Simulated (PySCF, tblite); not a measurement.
C2H9FSSi2.
SMILES with atom numbers: `[CH3:1][S:2][Si@H:3]([F:4])[CH2:5][SiH3:6]` (hydrogens: H7, H8, H9 on C1; H10 on Si3; H11, H12 on C5; H13, H14, H15 on Si6)

Cartesian coordinates in Å at the GFN2-xTB level; atoms count from 1:
```
atom  x, y, z in Å
C1     3.2408    0.0900   -0.4405
S2     1.8828   -1.0324    0.0161
Si3    0.2251    0.2992   -0.2445
F4     0.5809    1.6721    0.5346
C5    -1.3140   -0.4636    0.5138
Si6   -2.8720    0.6114    0.3319
H7     3.1226    0.4045   -1.4723
H8     3.2407    0.9481    0.2232
H9     4.1620   -0.4706   -0.3260
H10    0.1562    0.7379   -1.6277
H11   -1.1324   -0.6576    1.5717
H12   -1.4926   -1.4345    0.0548
H13   -2.6678    1.9027    0.9835
H14   -3.9987   -0.0882    0.9537
H15   -3.1379    0.8127   -1.0943
```

Computed, not measured: wB97X-D/def2-SVPD in PySCF (dipole) on a GFN2-xTB geometry, gas phase.

Take the most abundant isotopes and a rigid rotor. The values belong to one conformer with, in the numbering `[CH3:1][S:2][Si@H:3]([F:4])[CH2:5][SiH3:6]`, C1–S2–Si3–F4 -49°, S2–Si3–C5–Si6 -179°.

Problem. What are A, B and C (MHz)?

Solution. Ia = 111.64, Ib = 610.92, Ic = 685.41 u·Å²; 505379 MHz·u·Å²/I gives A = 4527, B = 827.2, C = 737.3 MHz.

Problem. Classify the top.

Solution. A near-prolate asymmetric top; Ray's κ = -0.953.

Problem. Is it planar, by Δ = Ic − Ia − Ib?

Solution. Not planar: Δ = Ic − Ia − Ib = -37.15 u·Å². For a rigid frame Δ = −2 Σ m c², so Σ m c² = 18.58 u·Å² lies off the ab plane: 9.66 from hydrogen and 8.91 from heavier atoms. The atom farthest from that plane is 1.74 Å away.

Problem. Give the other two planar moments, Paa and Pbb, and the rms extents of the mass along the axes.

Solution. Paa = Σ m a² = (Ib + Ic − Ia)/2 = 592.35 and Pbb = Σ m b² = (Ia + Ic − Ib)/2 = 93.06 u·Å². With the mass M = 139.99 u, the rms extents √(P/M) along a, b and c are 2.06, 0.82, 0.36 Å.

Problem. Which lines would a microwave search look for?

Solution. The dipole components are |μa| = 0.02 D, |μb| = 0.42 D, |μc| = 0.68 D. Intensities carry the squares of the components, which stand as 0.00 : 0.38 : 1.00 (a : b : c). Some lines, for components of 0.1 D or more:

```tsv
type	branch	J(Ka,Kc)	MHz	lower level (cm⁻¹)
b	R	3(0,3) ← 2(1,2)	1076	0.277
c	Q	3(1,3) ← 3(0,3)	3482	0.313
c	Q	1(1,1) ← 1(0,1)	3700	0.052
b	Q	1(1,0) ← 1(0,1)	3790	0.052
b	Q	2(1,1) ← 2(0,2)	3881	0.157
c	R	1(1,0) ← 0(0,0)	5354	0.000
b	R	2(1,2) ← 1(0,1)	6739	0.052
c	R	3(1,2) ← 2(0,2)	8709	0.157
c	Q	3(2,2) ← 3(1,2)	10965	0.447
c	Q	2(2,1) ← 2(1,1)	11099	0.286
c	R	2(2,0) ← 1(1,0)	14320	0.179
c	R	2(2,1) ← 1(1,1)	14408	0.176
b	R	2(2,0) ← 1(1,1)	14410	0.176
b	R	3(2,2) ← 2(1,1)	15793	0.286
c	R	3(2,1) ← 2(1,1)	15801	0.286
c	R	3(2,2) ← 2(1,2)	16062	0.277
b	R	3(2,1) ← 2(1,2)	16071	0.277
c	Q	3(3,1) ← 3(2,1)	18716	0.813
b	Q	3(3,0) ← 3(2,1)	18716	0.813
b	Q	3(3,1) ← 3(2,2)	18724	0.813
c	R	3(3,0) ← 2(2,0)	23416	0.656
```

Problem. Estimate the classical rotational partition function at 50 K, 298.15 K and 500 K.

Solution. Point group C1, symmetry number σ = 1; q = (√π/σ)·√((kT/h)³/(ABC)), k/h = 20836.6 MHz/K: 35900 at 50 K, 522000 at 298.15 K, 1130000 at 500 K.

Its GFN2-xTB frequencies are all real (lowest 30 cm⁻¹). No vibrational averaging or centrifugal distortion is included, and the geometry carries the error of its method. A rigid rotor knows nothing of internal rotation, which can split or shift real lines.
